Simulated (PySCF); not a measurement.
P⁺: ionisation energy

P⁺ [Ne] 3s2 3p2 (3P) → P²⁺ [Ne] 3s2 3p1 (2P), as a difference of total energies. All numbers are calculated (PySCF 2.14, the spin-free X2C one-electron Hamiltonian (Gaussian nucleus), in x2c-TZVPall (5s5p2d1f, 37 functions)). Correlated levels: valence: [Ne] frozen. The calculations carry no spin-orbit coupling.

```tsv
method	ionisation energy (eV)	difference from reference (eV)
UHF	19.151	-0.618
B3LYP	19.734	-0.035
M06-L	19.621	-0.148
MP2 (valence)	19.583	-0.186
SCS-MP2 (valence)	19.495	-0.274
CCSD (valence)	19.624	-0.145
CCSD(T) (valence)	19.658	-0.111
```

Reference: 19.769 eV (semi-empirical (NIST evaluation); NIST Atomic Spectra Database, ionization energies).

The reference lies between the lowest fine-structure levels, while these numbers refer to the centres of the terms.

Errors of the correlated levels include the incompleteness of this basis and the frozen core.
